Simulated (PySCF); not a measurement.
PBE on Te²⁺ (tellurium, charge +2), [Kr] 4d10 5s2 5p1 6s1, 6s spin antiparallel (an excited configuration). All numbers are calculated (PySCF 2.14, scalar relativity by spin-free X2C-1e, in x2c-QZVPPall with one added diffuse shell each of s, p, d, f type (14s10p8d5f1g, 128 functions)).

```
cycle= 37 E= -6791.88567874171  delta_E= -0.0038  |g|= 0.0221  |ddm|= 0.789
cycle= 38 E= -6791.88177145538  delta_E= 0.00391  |g|= 0.00264  |ddm|= 0.714
cycle= 39 E= -6791.8820908087  delta_E= -0.000319  |g|= 0.00559  |ddm|= 0.17
cycle= 40 E= -6791.88181075924  delta_E= 0.00028  |g|= 0.00248  |ddm|= 0.135
cycle= 41 E= -6791.88195696589  delta_E= -0.000146  |g|= 0.00449  |ddm|= 0.0838
cycle= 42 E= -6791.88375433297  delta_E= -0.0018  |g|= 0.0151  |ddm|= 0.345
cycle= 43 E= -6791.88284526107  delta_E= 0.000909  |g|= 0.0112  |ddm|= 0.145
cycle= 44 E= -6791.88180223133  delta_E= 0.00104  |g|= 0.002  |ddm|= 0.297
cycle= 45 E= -6791.88177988654  delta_E= 2.23e-05  |g|= 0.000709  |ddm|= 0.0386
cycle= 46 E= -6791.88177903511  delta_E= 8.51e-07  |g|= 0.000405  |ddm|= 0.0285
cycle= 47 E= -6791.88178407558  delta_E= -5.04e-06  |g|= 0.000926  |ddm|= 0.0384
cycle= 48 E= -6791.88177773412  delta_E= 6.34e-06  |g|= 2.48e-05  |ddm|= 0.0271
cycle= 49 E= -6791.88177773338  delta_E= 7.38e-10  |g|= 2.01e-05  |ddm|= 0.0013
converged SCF energy = -6791.88177773338  <S^2> = 1.0008512  2S+1 = 2.2368291
```

Highest occupied orbital energy: -12.635 eV; ⟨L²⟩ = 4.06; populations by l: s 10.66, p 19.00, d 20.34, f 0.00.

Problem. Can this result be used?

Solution. Not for this state. Self-consistency was reached. ⟨L²⟩ = 4.06 against 2 for a pure P term, so this real determinant mixes terms. The outer electron is Rydberg-like, and this basis confines it to a smaller radius and binds it less than a complete one would. With the s spin flipped the determinant is a mixture of two multiplicities, not a spectroscopic state. The s, p, d and f populations moved away from the nominal configuration during the SCF.
